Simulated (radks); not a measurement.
The numbers below are computed, except where a source is named.
Ne3+, 7 electrons, occupied as [He] 2s2 2p3 (the NIST ground configuration).

Code: a radial shooting solver on a logarithmic mesh with Libxc functionals. Model: non-relativistic Kohn-Sham, LDA (Slater exchange, Perdew-Wang correlation), spin-polarised, spherical densities, point nucleus; open shells are filled with parallel spins first.

Energy parts (eV):
| part | energy |
|---|---|
| total | -3362.050 |
| kinetic | 3352.642 |
| electron-nucleus | -7625.893 |
| Hartree | 1180.589 |
| exchange-correlation | -269.388 |

Orbitals (lengths in bohr, moments of r in powers of bohr):
orbital	occ.	eigenvalue (eV)	<r^4>
1s up	1	-909.0027	0.003020
1s down	1	-904.9113	0.002963
2s up	1	-105.5124	0.9984
2s down	1	-97.5173	1.132
2p up	3	-83.7259	0.9943
2p down	0	-75.0388	1.227

The highest occupied level is 2p up at -83.726 eV. The spin density at the nucleus is -0.285 e/bohr^3 (1s -1.688, 2s 1.403), a Fermi contact field of -15 T. Summed over all electrons, <r^2> = 3.667 bohr^2, which gives a Langevin (diamagnetic) susceptibility term of -2.9 x 10^-6 cm^3/mol. Spin moment in Bohr magnetons: 3. Virial ratio -V/T = 2.00281.
